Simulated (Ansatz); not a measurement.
## Relaxing a trial structure of CH2FSn+

The starting geometry of this gas-phase singlet was optimised with GFN2-xTB.

```xyz
5

C    -1.3379    1.4292    0.3771
F    -1.0418   -2.8234    0.6310
Sn   -1.3693   -0.8027    0.7139
H    -1.1015    1.8368    1.3915
H    -2.4105    1.6722    0.1745
```

Problem. Predict what it relaxes into with PBE0-D4/def2-TZVP.

Solution. A new bond forms, giving a structure with F2 bridging C1 and Sn3, given below by its coordinates. Distances that change by over a tenth: F2–Sn3 (2.05 → 2.30 Å). Contacts that close: C1–F2 (4.27 → 1.46 Å).

The energy falls by 2.44 eV over 28 steps:

```csv
step,E − E(last) (eV)
1,2.444
4,1.612
7,1.523
10,1.515
13,1.503
16,1.443
19,1.214
22,0.171
25,0.000
28,0.000
```

Final geometry (Å):

```
atom    x (Å)    y (Å)    z (Å)
   C  -1.4614   0.6007   0.6219
   F  -0.7890  -0.5631   0.0550
  Sn  -2.2847  -1.0571   1.7322
   H  -0.7010   1.2488   1.0541
   H  -2.0247   1.0828  -0.1752
```

No frequencies were run, so the end isn't proven a minimum. Atoms past krypton carry core potentials, without spin–orbit terms. Run with Ansatz 0.2.0, 58 s on 2 threads of Intel(R) Xeon(R) Platinum 8259CL CPU @ 2.50GHz (Skylake/Cascade Lake), with other jobs on the host.
